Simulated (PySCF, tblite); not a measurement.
Calculations on `NCc1[c]cccc1` [radical], in the order of a workflow; each names the level of the geometry that it ran on. Settings lines and outputs come from a driver script.

Compound: C7H8N (doublet state).
Numbering: `[NH2:1][CH2:2][c:3]1[c:4][cH:5][cH:6][cH:7][cH:8]1` (hydrogens: H9, H10 on N1; H11, H12 on C2; H13 on C5; H14 on C6; H15 on C7; H16 on C8)

Step 1: GFN2-xTB geometry optimisation, gas phase (tblite 0.8.0) (from a force-field or distance-geometry start)
```json
{"job": {"kind": "relax", "xc": "GFN2-xTB", "basis": "xTB"}, "charge": 0, "multiplicity": 2}
```
```
step      E/eV     max force
  0    -594.74735    1.885
  1    -594.79860    0.596
  2    -594.81693    0.397
...
 21    -594.83615    0.021
 22    -594.83620    0.017
 23    -594.83623    0.012
 24    -594.83625    0.013
 25    -594.83627    0.009
```

Energy lowered by 2.1 kcal/mol over 25 steps; largest atomic force 0.009 eV/Å at the end. «max force» is the largest atomic force in eV/Å.

On one thread of an Intel Xeon 6975P-C, no GPU, shared host, this took 0.1 s wall.

Step 2: GFN2-xTB harmonic vibrations, gas phase (tblite 0.8.0) (on the GFN2-xTB geometry)
```json
{"job": {"kind": "ir", "xc": "GFN2-xTB", "basis": "xTB"}, "charge": 0, "multiplicity": 2}
```
```
(table of modes left out)
```

42 modes from 34 to 3414 cm⁻¹ (unscaled, harmonic); zero-point energy 80.8 kcal/mol; all wavenumbers are real at this level.

Time: 0.34 s of wall time. Hardware: an Intel Xeon 6975P-C with one thread, shared host with 32 logical CPUs at a one-minute load of 11.

Step 3: UKS B3LYP, pcH-1 on C H N, non-relativistic, mean-field spin-orbit, GIAO (PySCF 2.14.0) (on the GFN2-xTB geometry)
```json
{"job": {"kind": "epr", "basis": "pcH-1"}, "charge": 0, "multiplicity": 2}
```
```
...
E = -326.24751005 Eh   <S^2> = 0.7567 (exact 0.7500)
g shifts (ppm)      1          2          3
  rmc          -163       -163       -163
  gc             28         11          2
  oz_so        -590         18        928
  total        -725       -134        767
hyperfine (MHz)  atom isotope    a_iso     a_fc   dipolar eigenvalues
    0   14N       0.60       0.60     -0.28     -0.06      0.34
    1   13C      24.89      24.89     -3.22     -2.88      6.09
    2   13C      22.56      22.56    -13.67     -2.22     15.89
    3   13C     384.64     384.64    -77.79    -61.50    139.29
    4   13C      15.31      15.31    -13.79     -2.44     16.23
    5   13C      46.33      46.33     -6.35     -2.37      8.72
    6   13C      -6.59      -6.59     -6.07      2.14      3.93
    7   13C      42.28      42.28     -6.16     -2.29      8.45
    8    1H       0.24       0.24     -1.46     -1.10      2.56
    9    1H       0.66       0.66     -2.51     -2.30      4.81
   10    1H      -2.24      -2.24     -5.12     -2.92      8.04
   11    1H       0.01       0.01     -2.34     -1.85      4.20
   12    1H      55.79      55.79     -6.89     -5.66     12.55
   13    1H      14.71      14.71     -3.12     -2.22      5.34
   14    1H       6.64       6.64     -1.58      0.26      1.31
...
```

⟨S²⟩ 0.757; g_iso 2.0023. rmc, gc and oz_so are the mass-correction, gauge-correction and orbital-Zeeman/spin–orbit parts of the g shift along its three principal axes; a_iso is the isotropic hyperfine coupling and a_fc its Fermi-contact part. The log counts atoms from 0, this text from 1.

Hardware: one thread of an Intel Xeon 6975P-C, no GPU, on a shared host. Cost: 47 s wall (with the writing of density and orbital grids), 0.97 GiB resident at most.

Geometry of the electronic-property runs (GFN2-xTB):
```
atom  x, y, z in Å
N1    -2.6463   -0.4065   -0.4324
C2    -1.8637    0.5452    0.3431
C3    -0.3789    0.2600    0.3069
C4     0.2555   -0.5126    1.2389
C5     1.5740   -0.8551    1.2191
C6     2.3396   -0.3934    0.1492
C7     1.7472    0.3877   -0.8278
C8     0.4056    0.7153   -0.7575
H9    -2.3401   -0.4054   -1.4002
H10   -2.5134   -1.3446   -0.0688
H11   -2.2245    0.5077    1.3734
H12   -2.0605    1.5422   -0.0609
H13    2.0207   -1.4625    1.9925
H14    3.3879   -0.6488    0.0911
H15    2.3397    0.7479   -1.6569
H16   -0.0505    1.3316   -1.5210
```

 (This holds for the electronic-property runs.)

One conformer stands for the species.
